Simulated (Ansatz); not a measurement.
MoBr2O2⁻, that is MoO2Br2 with one electron more. Total charge -1; doublet. Geometry B3LYP-D4/def2-SVP, that of the neutral singlet; atoms count from 1.

| atom | x (Å) | y (Å) | z (Å) |
| --- | --- | --- | --- |
| Mo1 | -0.068 | 0.115 | -0.054 |
| O2 | -0.673 | 0.271 | -1.607 |
| O3 | -0.402 | 1.544 | 0.750 |
| Br4 | 2.325 | -0.214 | -0.152 |
| Br5 | -1.181 | -1.717 | 1.063 |

In the def2 sets Mo takes a core potential; there is no spin–orbit coupling.

**Question.** Estimate the Mulliken populations from the PBE0/def2-TZVPD orbitals of Ansatz.

**Answer.** 
| atom | charge (e) | spin (α − β) | d electrons |
| --- | --- | --- | --- |
| Mo1 | 1.47 | 0.86 | 3.86 |
| O2 | -0.80 | 0.04 | – |
| O3 | -0.80 | 0.04 | – |
| Br4 | -0.43 | 0.04 | – |
| Br5 | -0.43 | 0.04 | – |
Mulliken values and Mayer orders depend strongly on the basis. With diffuse functions, as here, like atoms can get unlike values, and bond orders can come out too low or too high.

**Question.** Where does the spin sit?

**Answer.** Summed by element: Mo 0.86, O 0.07, Br 0.07, of 1 unpaired in all. Largest on single atoms: Mo1 0.86, O2 0.04, O3 0.04.

**Question.** And the Mayer bond orders between bonded heavy atoms (over 0.3)?

**Answer.** Mo1–O2 1.59 (1.67 Å); Mo1–O3 1.59 (1.67 Å); Mo1–Br4 0.92 (2.42 Å); Mo1–Br5 0.92 (2.42 Å).
